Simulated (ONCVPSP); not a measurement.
# Transferability test, ONCV potential for Be (Z = 4)

* Element: beryllium
* Generator: ONCVPSP 4.0.1
* Type: optimised norm-conserving Vanderbilt (ONCV)
* Functional: PBE
* Relativity: scalar-relativistic
* Frozen core: none
* Valence charge: 4
* Reference configuration: 1s2 2s1.5 2p0.5
* Partial waves: 1s+2s: rc 0.70 bohr, ncon 4, nbas 9, qcut 21.1 1/bohr, 2 projectors; 2p: rc 4.00 bohr, ncon 3, nbas 6, qcut 3.1 1/bohr, 2 projectors, debl 2.3 Ha; d scattering state at 0.31 Ha: rc 3.30 bohr, ncon 4, nbas 9, qcut 2.6 1/bohr, 2 projectors, debl 1.9 Ha
* Local potential: polynomial inside 0.45 bohr (lpopt 4, dvloc0 3 Ha)
* Core correction: none

Energies are relative to the spin-unpolarised reference configuration 1s2 2s1.5 2p0.5; without spin polarisation the order of configurations can differ from experiment.

| valence configuration | charge | ΔE all-electron (eV) | error AE − PS (meV) |
| --- | --- | --- | --- |
| 1s2 2s2 2p0 | 0 | -1.801 | -7.9 |
| 1s2 2s1 2p0 | +1 | 7.749 | +50 |
| 1s2 2s0 2p0 | +2 | 25.697 | +139 |

**Question.** What are ΔE and the potential's error for 1s2 2s0 2p2?

**Answer.** ΔE = 5.450 eV all-electron; the error (AE − PS) is -80 meV.
